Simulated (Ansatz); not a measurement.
The inner images of a band of Cl2Zn + H (4 atoms, charge 0, multiplicity 2) are given out of order.

All numbers below come from UKS revPBE/def2-SVP (Ansatz).

Initial state:

```xyz
4
Properties=species:S:1:pos:R:3
Zn 0.000 0.000 -0.391
Cl 0.000 0.000 1.727
Cl 0.000 0.000 -2.508
H 0.000 0.000 5.581
```

Final state:

```xyz
4
Properties=species:S:1:pos:R:3
Zn 0.000 0.000 -0.453
Cl 0.001 0.000 3.104
Cl 0.000 0.000 -2.645
H 0.000 0.000 4.405
```

Task: Put them in order from the first end to the last, with their energies above the first end.
A.
```xyz
4
Properties=species:S:1:pos:R:3
Zn 0.000 0.000 -0.288
Cl 0.000 0.000 1.829
Cl 0.000 0.000 -2.406
H 0.000 0.000 5.275
```
B.
```xyz
4
Properties=species:S:1:pos:R:3
Zn 0.000 0.000 0.084
Cl 0.000 0.000 2.322
Cl 0.000 0.000 -2.057
H 0.000 0.000 4.061
```
C.
```xyz
4
Properties=species:S:1:pos:R:3
Zn 0.000 0.000 0.015
Cl 0.000 0.000 2.142
Cl 0.000 0.000 -2.102
H 0.000 0.000 4.355
```
D.
```xyz
4
Properties=species:S:1:pos:R:3
Zn 0.000 0.000 -0.248
Cl 0.000 0.000 2.894
Cl 0.000 0.000 -2.437
H 0.000 0.000 4.201
```
E.
```xyz
4
Properties=species:S:1:pos:R:3
Zn 0.000 0.000 -0.186
Cl 0.000 0.000 1.931
Cl 0.000 0.000 -2.303
H 0.000 0.000 4.969
```
F.
```xyz
4
Properties=species:S:1:pos:R:3
Zn 0.000 0.000 -0.048
Cl 0.000 0.000 2.672
Cl 0.000 0.000 -2.224
H 0.000 0.000 4.010
```
G.
```xyz
4
Properties=species:S:1:pos:R:3
Zn 0.000 0.000 -0.084
Cl 0.000 0.000 2.032
Cl 0.000 0.000 -2.200
H 0.000 0.000 4.662
```

Result: A (+0.003 eV), E (+0.014 eV), G (+0.045 eV), C (+0.127 eV), B (+0.262 eV), F (-0.079 eV), D (-0.166 eV).

The run took 3 min on 2 threads of Intel(R) Xeon(R) Platinum 8259CL CPU @ 2.50GHz (Skylake/Cascade Lake), with other jobs on the host, peak memory 0.19 GiB.
